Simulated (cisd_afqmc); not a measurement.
Input (AFQMC/CISD/cc-pVDZ; cisd_afqmc is a phaseless AFQMC code with CISD trial states that reads the integrals written by Ansatz):

Ansatz 0.2 input:
```python
import cisd_afqmc

open("ham.yaml", "w").write("""\
crystal:
  periodic: [false, false, false]
  atoms:
    - {symbol: Ga, position_ang: [-0.00000000, -0.00000000, -0.35303556]}
    - {symbol: O, position_ang: [0.00000000, 0.00000000, 1.36801278]}
basis:
  gaussian:
    orbitals: cc-pVDZ
magnetization: {spin_polarized: true, initial_magnetization: 1}
correlation: {method: ccsd, electrons: outside_noble_gas, hamiltonian_folder: ham}
""")
rep = cisd_afqmc.ansatz("ham.yaml")
e_ccsd = rep["correlation"]["coupled_cluster"]["energy"]["hartree"]
out = cisd_afqmc.run("ham", e_ccsd, trial="CISD", walkers=200, populations=8, threads=8, dt=0.005, steps=40, early=24, settle=10, least=32,
    cut=5e-5, rank_cut=2e-4, target=0.0004, seconds=1500, seed=1, memory=17280, gpu=False)
```

Output:

```
orbitals 26, occupied [5, 4], factors 126 of 454, rank of the doubles 125 of 193
E(HF) = -1998.036057
E(CCSD) on the cut factors = -1998.267630, shift to the whole factors -0.000002
Energy of the trial state on the determinant = -1998.267641
  tau behind 7.2 of longer steps, mean of the populations' last blocks
   2.0  -1998.27570
   4.0  -1998.27689
   6.0  -1998.27736
   8.0  -1998.27781
blocks 257 (1 outliers left out), error by blocks joined: 1: 0.00027, 2: 0.00033, 4: 0.00038, 8: 0.00040, 16: 0.00039
E(AFQMC/CISD) = -1998.27727 +/- 0.00040
```

The determinant is spin-contaminated: <S^2> is 0.80, 0.05 over the pure value.
